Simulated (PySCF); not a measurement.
Isomers of C4H8F2Si, mass 122.036 u with the commonest isotopes. Method used: CAM-B3LYP/def2-SVPD in PySCF (dipole) on a GFN2-xTB geometry, gas phase. One conformer each, none proved a minimum here; rigid rotors.

Problem. Order these by dipole moment, smallest first.
A. `[F:1][C@@H:2]1[CH2:3][SiH2:4][C@H:5]([F:6])[CH2:7]1` with F1–C2–C3–Si4 -159°, C2–C3–Si4–C5 14°, C3–Si4–C5–F6 132°, Si4–C5–C7–C2 -36°
B. `[CH3:1][C@@:2]1([CH:3]([F:4])[F:5])[CH2:6][SiH2:7]1` with C1–C2–C3–F4 52°
C. `[F:1][C@@H:2]1[CH2:3][CH2:4][C@@H:5]([F:6])[SiH2:7]1` with F1–C2–C3–C4 -80°, C2–C3–C4–C5 -50°, C3–C4–C5–F6 -80°, C4–C5–Si7–C2 -13°
D. `[CH2:1]=[C:2]([SiH3:3])[CH2:4][CH:5]([F:6])[F:7]` with C1–C2–C4–C5 107°, C2–C4–C5–F6 70°
E. `[F:1][C@@H:2]1[CH2:3][CH2:4][SiH2:5][C@H:6]1[F:7]` with F1–C2–C3–C4 -69°, C2–C3–C4–Si5 -38°, C3–C4–Si5–C6 15°, C4–Si5–C6–F7 -106°

Solution. C (0.00 D), E (1.40 D), A (2.01 D), D (2.25 D), B (2.85 D).

Problem. Order these by radius of gyration √(Σ m r²/M), largest first.
A. `[CH3:1][C@@:2]1([CH:3]([F:4])[F:5])[CH2:6][SiH2:7]1` with C1–C2–C3–F4 52°
B. `[F:1][C@@H:2]1[CH2:3][CH2:4][C@@H:5]([F:6])[SiH2:7]1` with F1–C2–C3–C4 -80°, C2–C3–C4–C5 -50°, C3–C4–C5–F6 -80°, C4–C5–Si7–C2 -13°
C. `[F:1][CH:2]([F:3])[C@@H:4]1[CH2:5][CH2:6][SiH2:7]1` with F1–C2–C4–C5 166°, C2–C4–C5–C6 -128°, C4–C5–C6–Si7 8°, C5–C6–Si7–C4 -7°, C2–C4–Si7–C6 125°
D. `[F:1][C@@H:2]1[CH2:3][SiH2:4][C@H:5]([F:6])[CH2:7]1` with F1–C2–C3–Si4 -159°, C2–C3–Si4–C5 14°, C3–Si4–C5–F6 132°, Si4–C5–C7–C2 -36°
E. `[CH2:1]=[C:2]([SiH3:3])[CH2:4][CH:5]([F:6])[F:7]` with C1–C2–C4–C5 107°, C2–C4–C5–F6 70°
F. `[F:1][C@@H:2]1[CH2:3][CH2:4][SiH2:5][C@H:6]1[F:7]` with F1–C2–C3–C4 -69°, C2–C3–C4–Si5 -38°, C3–C4–Si5–C6 15°, C4–Si5–C6–F7 -106°

Solution. E (2.028 Å), C (1.940 Å), D (1.916 Å), A (1.852 Å), B (1.811 Å), F (1.754 Å).

Problem. Order these by out-of-plane moment Σ m c² = (Ia + Ib − Ic)/2, smallest first.
A. `[F:1][C@@H:2]1[CH2:3][CH2:4][C@@H:5]([F:6])[SiH2:7]1` with F1–C2–C3–C4 -80°, C2–C3–C4–C5 -50°, C3–C4–C5–F6 -80°, C4–C5–Si7–C2 -13°
B. `[CH2:1]=[C:2]([SiH3:3])[CH2:4][CH:5]([F:6])[F:7]` with C1–C2–C4–C5 107°, C2–C4–C5–F6 70°
C. `[F:1][C@@H:2]1[CH2:3][SiH2:4][C@@H:5]([F:6])[CH2:7]1` with F1–C2–C3–Si4 -159°, C2–C3–Si4–C5 14°, C3–Si4–C5–F6 -104°, Si4–C5–C7–C2 -36°
D. `[F:1][C@@H:2]1[CH2:3][CH2:4][SiH2:5][C@H:6]1[F:7]` with F1–C2–C3–C4 -69°, C2–C3–C4–Si5 -38°, C3–C4–Si5–C6 15°, C4–Si5–C6–F7 -106°
E. `[F:1][C@@H:2]1[CH2:3][SiH2:4][C@H:5]([F:6])[CH2:7]1` with F1–C2–C3–Si4 -159°, C2–C3–Si4–C5 14°, C3–Si4–C5–F6 132°, Si4–C5–C7–C2 -36°
F. `[F:1][CH:2]([F:3])[C@@H:4]1[CH2:5][CH2:6][SiH2:7]1` with F1–C2–C4–C5 166°, C2–C4–C5–C6 -128°, C4–C5–C6–Si7 8°, C5–C6–Si7–C4 -7°, C2–C4–Si7–C6 125°
G. `[CH3:1][C@@:2]1([CH:3]([F:4])[F:5])[CH2:6][SiH2:7]1` with C1–C2–C3–F4 52°

Solution. F (14.63 u·Å²), E (16.49 u·Å²), B (19.44 u·Å²), C (28.56 u·Å²), A (33.90 u·Å²), D (61.50 u·Å²), G (63.07 u·Å²).

```tsv
SMILES	point group	Ia (u·Å²)	Ib (u·Å²)	Ic (u·Å²)	κ	μa (D)	μb (D)	μc (D)
C[C@@]1(C(F)F)C[SiH2]1	C1	152.90	328.77	355.52	-0.88	2.82	0.08	0.43
F[C@@H]1CC[SiH2][C@H]1F	C1	208.09	228.69	313.77	0.47	0.12	1.28	0.55
FC(F)[C@@H]1CC[SiH2]1	C1	134.25	339.50	444.50	-0.73	2.80	0.51	0.49
F[C@@H]1C[SiH2][C@H](F)C1	C1	155.36	309.28	431.64	-0.56	0.15	1.59	1.22
F[C@@H]1C[SiH2][C@@H](F)C1	C1	163.96	287.14	393.97	-0.47	0.99	1.39	1.06
F[C@@H]1CC[C@@H](F)[SiH2]1	C2	147.89	286.40	366.49	-0.62	0.00	0.00	0.00
C=C([SiH3])CC(F)F	C1	149.97	371.59	482.68	-0.73	1.42	1.72	0.29
```
